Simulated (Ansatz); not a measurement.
Stepwise reaction of `[Br][Sn][Br]` with methanol, as a gas-phase model of exchange steps in deposition or etching. ΔE in kJ/mol; ΔG adds harmonic PBE0-D4 terms to CCSD(T)/CBS, at 1 bar.

Isolated molecules relaxed with PBE0-D4/def2-TZVP in Ansatz; ΔE leaves out vibrations. CBS: MP2 limit from def2 TZ/QZ plus the TZ coupled-cluster correction, frozen cores. This one scheme is used for every species. DFT in def2-TZVPP. B3LYP here is the variant with VWN-RPA as its local correlation; programs differ in this. Elements past krypton have def2 core potentials. For Br, Sn outer-core shells are correlated without core-valence functions, which leaves a few kJ/mol of doubt a bond. Scalar relativity is left out up to krypton. Each species was taken in one conformer, which may not be the lowest.

```tsv
step	reaction	PBE-D4	B3LYP-D4	ωB97M-V	CCSD(T)/CBS	ΔG(600 K)
1	`[Br][Sn][Br]` + CH₃OH → `C[O][Sn][Br]` + HBr	69.6	70.8	69.8	68.4	64.4
```

(1) Give the row of step 2, `C[O][Sn][Br]` + CH₃OH → `C[O][Sn][O]C` + HBr. (Estimate.)

(2) By hand: ΔE of the 2 steps together at CCSD(T)/CBS.

Results:

(1) Ansatz gave: 
| step | reaction | PBE-D4 | B3LYP-D4 | ωB97M-V | CCSD(T)/CBS | ΔG(600 K) |
| --- | --- | --- | --- | --- | --- | --- |
| 2 | `C[O][Sn][Br]` + CH₃OH → `C[O][Sn][O]C` + HBr | 94.7 | 93.7 | 94.0 | 94.3 | 91.2 |

(2) (68.4) + (94.3) = 162.7 kJ/mol, or 81.3 kJ/mol a step.

In ΔE each step is higher than the one before. All are uphill at CCSD(T)/CBS. ΔG lies between 64.4 and 91.2 kJ/mol a step. PBE-D4 differs from CCSD(T)/CBS by 0.4 to 1.2 kJ/mol a step. Isolated molecules leave out the surface, adducts and barriers. Largest T1 diagnostic: 0.017.
